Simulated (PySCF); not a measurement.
# TeH at UHF-SCS-MP2

Computed with UHF-SCS-MP2; PySCF, scalar-relativistic core potentials, basis sets Te cc-pVTZ-PP with ECP28, H cc-pVTZ.

| Item | Value |
| --- | --- |
| state | ²Π (doublet), unpaired electrons π ↑ |
| bond length | 1.650 Å |
| harmonic wavenumber | 2210 cm⁻¹ |
| force constant | 2.88 mdyn/Å |
| rotational constant Be | 6.192 cm⁻¹ |
| anharmonicity ωexe | 29.4 cm⁻¹ |
| vibration–rotation constant αe | 0.142 cm⁻¹ |
| well depth De to Te + H | 2.86 eV |
| dissociation energy D0 | 2.72 eV |

Correlated steps freeze 4 core orbitals. Spin–orbit coupling is left out, which matters for elements this heavy, above all for dissociation energies. The state is the lowest determinant that a PBE0 search found; another state may lie lower at other levels.
